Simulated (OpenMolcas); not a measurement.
## Co7+: Racah parameters, the spin-orbit constant, worked from levels

| Item | Value |
| --- | --- |
| Program | OpenMolcas 26.06 |
| Basis | ANO-RCC-VQZP [7s6p4d3f2g1h] |
| Scalar Hamiltonian | DKH2, point nucleus |
| Active space | 2 electrons in 5 orbitals (3d) |
| State averaging | 2S+1 = 3 even, 10 roots; 2S+1 = 1 even, 15 roots |
| Spin-orbit coupling | state interaction with AMFI integrals over the reference wave functions, term energies averaged over their components |

Methods: CASSCF; SS-CASPT2, IPEA 0.25 Eh, imaginary shift 0.1 Eh (closed shells correlated: 3s 3p). Measured levels: Sugar and Corliss, J. Phys. Chem. Ref. Data 10, 1097 (1981).

**Racah parameters.** Above ³F, d2 has ³P at 15B, ¹G at 12B + 2C and ¹D at 5B + 2C. The first two fix B and C, and the third tests them; where it misses by thousands of cm-1, two parameters do not describe the configuration (Trees and configuration-interaction terms are left out) and B and C hang on the terms chosen. Term energies are centres of gravity, weighted by 2J + 1.

```json
{"Source": "CASSCF", "³P": "26165", "¹G": "33923", "B": "1744", "C": "6496", "C/B": "3.72", "¹D from B, C": "21712", "¹D found": "21616"}
{"Source": "SS-CASPT2", "³P": "22403", "¹G": "31189", "B": "1494", "C": "6633", "C/B": "4.44", "¹D from B, C": "20736", "¹D found": "17758"}
{"Source": "measured", "³P": "21631", "¹G": "30536", "B": "1442", "C": "6616", "C/B": "4.59", "¹D from B, C": "20442", "¹D found": "17800"}
```

Energies in cm-1. From CASSCF to SS-CASPT2, B changes by -14.3 % and C by +2.1 %. Against the measured terms, SS-CASPT2 has B off by +3.6 % and C by +0.3 %.

**The spin-orbit constant.** For the Hund term ³F of d2, E(J) = (A/2) J(J+1) + constant and ζ = 2S·A = 2A. From J = 2 to J = 4 the energy changes by 7 A.

```tsv
Source	E(4) - E(2)	A	ζ
CASSCF	3192.8	456.1	912
SS-CASPT2	3206.3	458.0	916
measured	3144.0	449.1	898
```

All in cm-1. SS-CASPT2 is off by +2.0 % and CASSCF by +1.6 %. Both methods take the spin-orbit matrix elements from the reference wave functions, so the second can move ζ only through the term energies and any multistate remixing. Second-order mixing with other terms is absorbed into this ζ.

CASPT2 breaks the degeneracy within a term, and the mean is taken; among the terms shown or strongly mixed into the levels shown the widest spread is 850 cm-1 (3d² ¹G, SS-CASPT2). Without dynamic correlation excited terms often stand tens of per cent too high (terms of higher spin than the ground term too low), and those without a measured partner can miss by more than the paired ones (holds for CASSCF). Measured partners are found by configuration, term and J. A level has none where our copy of the source lacks it or the pairing is in doubt (some pairs that miss far off the trend of their configuration count as doubtful), and it then counts in no deviation. Only configurations of the active space appear.
